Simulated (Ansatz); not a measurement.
Calculated with Ansatz (gas phase, PBE0-D4/def2-TZVP geometries, no zero-point term in ΔE). CBS: MP2 limit from def2 TZ/QZ plus the TZ coupled-cluster correction, frozen cores. Functionals use def2-TZVPP. B3LYP here is the variant with VWN-RPA as its local correlation; programs differ in this. def2 core potentials past Kr. For Se, Sn outer-core shells are correlated without core-valence functions, which leaves a few kJ/mol of doubt a bond. Scalar relativity is left out up to krypton. One conformer a species, not always the lowest.

Reaction (redistribution): `C[O][SnH2][CH]=N` + `BC(C)[SeH]` → `C[O][SnH2][SeH]` + `BC(C)C=N`

(1) Is it downhill or uphill in electronic energy at CCSD(T)/CBS, and by how much? (Best estimate.)

(2) What do these levels give: r2SCAN-D4, PBE0-D4, B3LYP-D4, ωB97M-V, PBE, r2SCAN, HF/def2-TZVPP, MP2/def2-QZVPP, SCS-MP2/def2-QZVPP, HF/CBS(def2), MP2/CBS(def2), CCSD/CBS(def2)? (Estimate.)

Largest T1 diagnostic among the species: 0.014.

Answers

(1) Computed: Downhill: ΔE = -130.6 kJ/mol.

(2) Computed: r2SCAN-D4 -133.6, PBE0-D4 -135.4, B3LYP-D4 -129.7, ωB97M-V -131.9, PBE -128.5, r2SCAN -133.6, HF/def2-TZVPP -147.6, MP2/def2-QZVPP -131.7, SCS-MP2/def2-QZVPP -129.5, HF/CBS(def2) -148.7, MP2/CBS(def2) -134.8, CCSD/CBS(def2) -133.7 kJ/mol.

From PBE to PBE0 (25 % exact exchange), in def2-TZVPP and without D4, ΔE moves by −7.4 kJ/mol. In def2-TZVPP, CCSD(T) changes the Hartree–Fock value by +25.0 kJ/mol (the triples alone add +3.1 kJ/mol) and MP2 by +20.8 kJ/mol.
